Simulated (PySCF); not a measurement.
CH9B3N4

The system: CH9B3N4, a molecule; neutral, singlet. The structure, one conformer, was relaxed in the gas phase by PBE0-D3(BJ)/def2-SVP. No frequency run checks that it is a minimum.

SMILES: CNB1NBNBN1

Coordinates in Å:
```
N1      0.586   -0.092   -0.923
B2      1.964    0.206   -0.745
N3      2.417    0.539    0.568
B4      1.528    0.579    1.686
N5      0.160    0.275    1.460
B6     -0.369   -0.069    0.159
N7     -1.747   -0.361   -0.015
C8     -2.436   -0.726   -1.220
H9      0.277   -0.326   -1.856
H10     2.732    0.177   -1.682
H11     3.394    0.753    0.710
H12     1.929    0.863    2.794
H13    -0.466    0.304    2.254
H14    -2.343   -0.327    0.803
H15    -2.883   -1.736   -1.167
H16    -1.743   -0.734   -2.073
H17    -3.245   -0.019   -1.478
```

Shieldings: GIAO PBE0/pcSseg-1. Shifts are against computed references at the same level: C TMS (σ 184.4 ppm), H TMS (σ 31.27 ppm). Core levels by delta-SCF with SCAN, pcX-2 on the ionised atom and pcseg-1 elsewhere, spin-free X2C; from the vacuum level, for chosen atoms.

(1) Give the NMR and core-level values of the distinct atoms.

(2) Which of N1, N5, N7 holds its core electrons tightest, and by how much against the loosest?

(3) By CAM-B3LYP/def2-SVPD (TDDFT singlets, Tamm-Dancoff triplets, ionisation by delta-SCF), where does absorption start, and what does vertical ionisation take?

## Answers

(1) 
```json
{"atoms": "N1", "bonded to": "2 B + 1 H", "σ (ppm)": "150.5", "δ (ppm)": "-", "core level (eV)": "1s 404.18"}
{"atoms": "B2", "bonded to": "2 N + 1 H", "σ (ppm)": "72.9", "δ (ppm)": "-", "core level (eV)": "1s 195.35"}
{"atoms": "N3", "bonded to": "2 B + 1 H", "σ (ppm)": "129.5", "δ (ppm)": "-", "core level (eV)": "-"}
{"atoms": "B4", "bonded to": "2 N + 1 H", "σ (ppm)": "73.1", "δ (ppm)": "-", "core level (eV)": "-"}
{"atoms": "N5", "bonded to": "2 B + 1 H", "σ (ppm)": "145.1", "δ (ppm)": "-", "core level (eV)": "1s 404.17"}
{"atoms": "B6", "bonded to": "3 N", "σ (ppm)": "79.6", "δ (ppm)": "-", "core level (eV)": "1s 195.80"}
{"atoms": "N7", "bonded to": "1 B + 1 C + 1 H", "σ (ppm)": "206.2", "δ (ppm)": "-", "core level (eV)": "1s 404.57"}
{"atoms": "C8", "bonded to": "1 N + 3 H", "σ (ppm)": "155.4", "δ (ppm)": "29.0", "core level (eV)": "-"}
{"atoms": "H9", "bonded to": "1 N", "σ (ppm)": "26.84", "δ (ppm)": "4.43", "core level (eV)": "-"}
{"atoms": "H10", "bonded to": "1 B", "σ (ppm)": "26.61", "δ (ppm)": "4.65", "core level (eV)": "-"}
{"atoms": "H11", "bonded to": "1 N", "σ (ppm)": "26.29", "δ (ppm)": "4.98", "core level (eV)": "-"}
{"atoms": "H12", "bonded to": "1 B", "σ (ppm)": "26.69", "δ (ppm)": "4.57", "core level (eV)": "-"}
{"atoms": "H13", "bonded to": "1 N", "σ (ppm)": "27.31", "δ (ppm)": "3.95", "core level (eV)": "-"}
{"atoms": "H14", "bonded to": "1 N", "σ (ppm)": "30.06", "δ (ppm)": "1.21", "core level (eV)": "-"}
{"atoms": "H15 H16 H17", "bonded to": "1 C", "σ (ppm)": "28.61", "δ (ppm)": "2.66", "core level (eV)": "-"}
```

Values are those of this one static structure, with the three H of a rotating XH3 group averaged; atoms that internal rotation interchanges would show their mean in an NMR spectrum.

The core-hole state of B2 is spin-contaminated (⟨S²⟩ 0.81 against 0.75 for a pure doublet), so that value and differences from it are less sure.

(2) N7 (bonded to 1 B + 1 C + 1 H), by 0.40 eV over N5 (bonded to 2 B + 1 H).

(3) The first singlet with intensity lies at 6.58 eV (f 0.023); what lies below it is dark. The lowest singlet lies at 5.83 eV (f 0.000), the strongest of the first 6 at 6.58 eV (f 0.023), the lowest triplet at 5.69 eV; vertical ionisation takes 8.67 eV.
